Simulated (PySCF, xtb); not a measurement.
Si(F)(H)2(OAc) (C2H5FO2Si), SMILES CC(=O)O[SiH2]F. Other conformers were not sampled.

Harmonic wavenumbers (cm⁻¹) from xtb with GFN2-xTB at its own minimum, in rising order: 52, 71, 87, 108, 222, 360, 535, 560, 602, 614, 733, 766, 769, 856, 973, 1004, 1019, 1218, 1364, 1438, 1440, 1779, 2388, 2408, 3027, 3035, 3066.

What does B3LYP-D3(BJ)/def2-SVP (PySCF) give at its own minimum? (Estimate from the structure and the level; the computed values follow.)

94, 101, 108, 131, 247, 385, 582, 614, 702, 754, 801, 886, 921, 942, 997, 1022, 1055, 1300, 1392, 1436, 1446, 1820, 2298, 2314, 3053, 3131, 3182. Paired by order, the mean absolute difference is 59 cm⁻¹ and the zero-point energies are 43.6 and 45.3 kcal/mol.
